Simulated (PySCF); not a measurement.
NICS in one family of compounds.

Definitions: NICS(0) = −σiso at the ring centroid; NICS(1) = −σiso and NICS(1)zz = −σzz at ±1 Å along the ring normal z. Level: GIAO PBE0/pcSseg-1 (PySCF, non-relativistic, gas phase) on the GFN2-xTB geometries, one conformer each. Atom numbers follow the mapped SMILES.

Question: Order these rings by mean NICS(1)zz, lowest (most negative) first (ppm).
A. ring C2–C3–C4–N5–C6–C8 in `[OH:1][c:2]1[cH:3][cH:4][n:5][c:6]([Cl:7])[cH:8]1`
B. ring C2–C3–C4–C6–C7–N8 in `[CH3:1][c:2]1[cH:3][c:4]([OH:5])[cH:6][cH:7][n:8]1`
C. ring C3–C4–C5–C7–C8–N9 in `[CH3:1][S:2][c:3]1[cH:4][c:5]([OH:6])[cH:7][cH:8][n:9]1`
D. ring C3–C4–C5–N6–C7–C8 in `[OH:1][SiH2:2][c:3]1[cH:4][cH:5][n:6][cH:7][cH:8]1`
E. ring C5–C6–C7–N8–C9–C10 in `[CH2:1]=[CH:2][CH2:3][O:4][c:5]1[cH:6][cH:7][n:8][cH:9][cH:10]1`

Answer: D (-28.8), E (-26.5), B (-25.3), A (-24.2), C (-22.2).

| SMILES | ring | NICS(0) | NICS(1) | NICS(1)zz | HOMA | rms pucker (Å) | ring atoms with four or more neighbours |
| --- | --- | --- | --- | --- | --- | --- | --- |
| O[SiH2]c1ccncc1 | 6-membered ring with N; formal bonds all aromatic | -6.8 | -11.3 | -28.8 | 0.99 | 0.00 | 0 |
| C=CCOc1ccncc1 | 6-membered ring with N; formal bonds all aromatic | -8.0 | -10.7 | -26.5 | 0.99 | 0.00 | 0 |
| Cc1cc(O)ccn1 | 6-membered ring with N; formal bonds all aromatic | -8.2 | -10.5 | -25.3 | 0.99 | 0.00 | 0 |
| Oc1ccnc(Cl)c1 | 6-membered ring with N; formal bonds all aromatic | -8.7 | -10.2 | -24.2 | 0.99 | 0.00 | 0 |
| CSc1cc(O)ccn1 | 6-membered ring with N; formal bonds all aromatic | -7.1 | -9.5 | -22.2 | 0.99 | 0.00 | 0 |

NICS(0) gives another order. The isotropic NICS(1) gives the same order. HOMA uses Krygowski's 1993 parameters. NICS(1) and NICS(1)zz are means over the two faces.
